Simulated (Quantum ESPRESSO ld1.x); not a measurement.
Problem. Radial electron density D(r) = 4 pi r^2 rho(r) of an atom or ion with 30 electrons. Calculated with ld1.x of Quantum ESPRESSO 7.5: scalar-relativistic Kohn-Sham, revPBE, spin-unpolarised, spherical densities, point nucleus.

```
   r/bohr * D(r) (the largest magnitude, 42.1, reaches the edge; | marks zero)
 0.003085 |  *
 0.004164 |    *
 0.005678 |       *
 0.007664 |           *
  0.01045 |                  *
  0.01411 |                          *
  0.01923 |                                    *
  0.02596 |                                            *
  0.03504 |                                               *
  0.04778 |                                            *
  0.06449 |                                      *
  0.08793 |                                       *
   0.1187 |                                                *
   0.1618 |                                                      *
   0.2185 |                                            *
   0.2978 |                            *
    0.402 |                         *
   0.5427 |                               *
   0.7399 |                          *
   0.9988 |              *
    1.362 |     *
    1.838 | *
    2.506 |*
    3.383 *
    4.613 *
    6.226 *
    8.405 *
    11.46 *
    15.47 *
    21.09 *
```

What is the nuclear charge?

Solution. Z = 30. The innermost maximum, from 1s, lies near gamma/Z bohr with gamma = sqrt(1 - (Z/c)^2) = 0.976, here 0.0325 bohr (found: 0.0350), and its height grows with Z. The density is that of neutral zinc in [Ar] 3d10 4s1 5s1; the configuration itself is not fixed sharply by these data, and Z only to about a unit. D(r) has 4 maxima, at r = 0.0350, 0.159, 0.571, 7.02 bohr, and minima at 0.0749, 0.360, 4.52 bohr, inside which lie 2.09, 10.92, 29.04 electrons.
